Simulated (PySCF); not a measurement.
Molecule: monosilicic acid, H4O4Si.

Bonds (- single, = double, # triple, : aromatic): O1-Si2, Si2-O3, Si2-O4, Si2-O5. O1 carries H6; O3 carries H7; O4 carries H8; O5 carries H9.

Frames of a GFN2-xTB Langevin trajectory at 300 K; GIAO PBE0/pcSseg-1 shieldings in PySCF 2.14, gas phase, non-relativistic; equivalent atoms averaged within each frame.

Referencing at the same level of theory: 17O (σ = 336.08 ppm) against H2O; 29Si (σ = 349.16 ppm), 1H (σ = 31.72 ppm) against TMS. The references are static minima.

Problem. How do the shifts (ppm) fluctuate along the trajectory?

Solution. 
| time (fs) | O1/O3/O4/O5 | Si2 | H6/H7/H8/H9 |
| --- | --- | --- | --- |
| optimised geometry | 41.8 | -73.1 | 1.87 |
| 250 | 45.0 | -67.3 | 1.63 |
| 425 | 43.2 | -85.5 | 1.93 |
| 625 | 44.4 | -73.0 | 1.75 |
| 800 | 50.6 | -75.2 | 2.28 |
| 1000 | 47.4 | -65.0 | 1.85 |
| mean of frames | 46.1 | -73.2 | 1.89 |
| standard deviation | 3.0 | 8.0 | 0.25 |

5 frames give an uncertainty of the mean of about the standard deviation over 2.2 at best, since frames this close in time may not be independent; classical motion lacks zero-point vibration, and the reference would need the same averaging.
